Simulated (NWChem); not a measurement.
System meant: HfH4O2; SMILES [OH][HfH2][OH]

NWChem input:

```
start job
memory heap 200 mb stack 900 mb global 1100 mb
geometry units angstroms noautoz
  Hf     0.000000     0.000000    -0.017409
  O      1.629224     0.146064     0.970712
  H      2.312566     0.207664     1.636345
  O     -1.629224    -0.146064     0.970712
  H     -2.312566    -0.207664     1.636345
  H      0.135172    -1.511345    -1.095187
  H     -0.135172     1.511345    -1.095187
end
basis spherical
  Hf library def2-svp
  O library def2-svp
  H library def2-svp
end
dft
  xc b3lyp
  iterations 150
  mulliken
end
task dft energy
```

End of the output:

```
          Convergence Information
          -----------------------
          Convergence aids based upon iterative change in
          total energy or number of iterations.
          Levelshifting, if invoked, occurs when the
          HOMO/LUMO gap drops below (HL_TOL):  1.00D-02
          DIIS, if invoked, will attempt to extrapolate
          using up to (NFOCK): 10 stored Fock matrices.

                    Damping( 0%)  Levelshifting(0.5)       DIIS
                  --------------- ------------------- ---------------
          dE  on:    start            ASAP                start
          dE off:    2 iters        150 iters           150 iters

      Screening Tolerance Information
      -------------------------------
          Density screening/tol_rho:  1.00D-10
          AO Gaussian exp screening on grid/accAOfunc:  14
          CD Gaussian exp screening on grid/accCDfunc:  20
          XC Gaussian exp screening on grid/accXCfunc:  20
          Schwarz screening/accCoul:  1.00D-08

      Superposition of Atomic Density Guess
      -------------------------------------

      charge =      72.0 Hf (Hafnium)

      symmetry species            s     p     d     f
      number of basis functions = 7     6     5     1
      number of cont. functions = 6     3     2     1
      number of closed shells   = 6     4     2     1
      number of open shells     = 0     0     1     0
      open shell occupation     = 0     0     2     0
 ------------------------------------------------------------------------
 atomscf:atomd: error in atom scf                   0
 ------------------------------------------------------------------------
 ------------------------------------------------------------------------
  current input line :
    22: task dft energy
 ------------------------------------------------------------------------
 ------------------------------------------------------------------------
 This error has not yet been assigned to a category
 ------------------------------------------------------------------------
 For more information see the NWChem manual at https://nwchemgit.github.io

0:atomscf:atomd: error in atom scf:Received an Error in Communication
```

Can this run be used? If not, why, and what is the fix?

The run crashed. Cause: the def2 basis of a heavy element holds valence functions alone and wants its effective core potential (without it all electrons must fit into that basis). This input runs:
```
start job
memory heap 200 mb stack 900 mb global 1100 mb
geometry units angstroms noautoz
  Hf     0.000000     0.000000    -0.017409
  O      1.629224     0.146064     0.970712
  H      2.312566     0.207664     1.636345
  O     -1.629224    -0.146064     0.970712
  H     -2.312566    -0.207664     1.636345
  H      0.135172    -1.511345    -1.095187
  H     -0.135172     1.511345    -1.095187
end
basis spherical
  * library def2-svp
end
ecp
  Hf library def2-ecp
end
dft
  xc b3lyp
  iterations 150
  mulliken
end
task dft energy
```
It converges to -200.86916 Ha (B3LYP/def2-SVP with def2 effective core potentials on Hf).
